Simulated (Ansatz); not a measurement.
A run for Ansatz (a first-principles code): U-B3LYP-D3(BJ)/def2-TZVP on F2Re (SMILES [F][Re][F]), 2S+1 = 2, a spin state set in the input, which need not be the lowest. Elements past Kr take the def2 small-core potentials; no spin–orbit coupling.

Ansatz 0.2 input:
```yaml
crystal:
  periodic: [false, false, false]
  atoms:
    - {symbol: Re, position_ang: [-0.00275079, 0.01134982, -0.01016551]}
    - {symbol: F, position_ang: [-0.22912367, 1.31521317, -1.18626586]}
    - {symbol: F, position_ang: [0.19860574, -1.27919139, 1.12621174]}
basis:
  gaussian:
    orbitals: def2-TZVP
hamiltonian:
  xc: b3lyp
  dispersion: d3bj
magnetization: {spin_polarized: true, initial_magnetization: 1}
relax: {f_tol: 0.005, max_steps: 120}
```

**Question.** Give the final energy of this run.

**Answer.** -278.0798 hartree. Its determinant has ⟨S²⟩ = 1.42, a mixture of spin states.

**Question.** How many basis functions does it have, and what does it roughly cost on one machine?

**Answer.** 102 functions; around 7 core-minutes (rough).
